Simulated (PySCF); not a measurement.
PBE on Ta⁻ (tantalum, charge -1), [Xe] 4f14 5d4 6s2, high-spin 5D determinant. Computed with PySCF 2.14 in aug-cc-pVDZ-PP with ECP60MDF (5s5p4d2f, 54 functions), with scalar relativity through the core potential.

```
cycle= 1 E= -57.3352913413112  delta_E= -0.0244  |g|= 0.0243  |ddm|= 1.32
cycle= 2 E= -57.3301614562409  delta_E= 0.00513  |g|= 0.0771  |ddm|= 0.291
cycle= 3 E= -57.3366136173879  delta_E= -0.00645  |g|= 0.0117  |ddm|= 0.17
cycle= 4 E= -57.3367936390383  delta_E= -0.00018  |g|= 0.00148  |ddm|= 0.0499
cycle= 5 E= -57.3367975197782  delta_E= -3.88e-06  |g|= 5.76e-05  |ddm|= 0.00764
cycle= 6 E= -57.3367975375284  delta_E= -1.78e-08  |g|= 1.09e-05  |ddm|= 0.00127
cycle= 7 E= -57.3367975380633  delta_E= -5.35e-10  |g|= 6.68e-06  |ddm|= 0.00022
converged SCF energy = -57.3367975380633  <S^2> = 6.0332613  2S+1 = 5.0132869
```

Highest occupied orbital energy: 1.944 eV; ⟨L²⟩ = 6.08; populations by l: s 3.99, p 6.00, d 4.01, f 0.00.

Task: Can this result be used?

Result: With care. Self-consistency was reached. Energies and moments cover only the electrons outside the core potential. Spin-orbit coupling, absent here, splits the open shell strongly. At PBE the highest occupied level has a positive energy, so only the finite basis holds that electron; in a semilocal or global hybrid functional this comes from self-interaction and does not mean that the real anion is unbound.
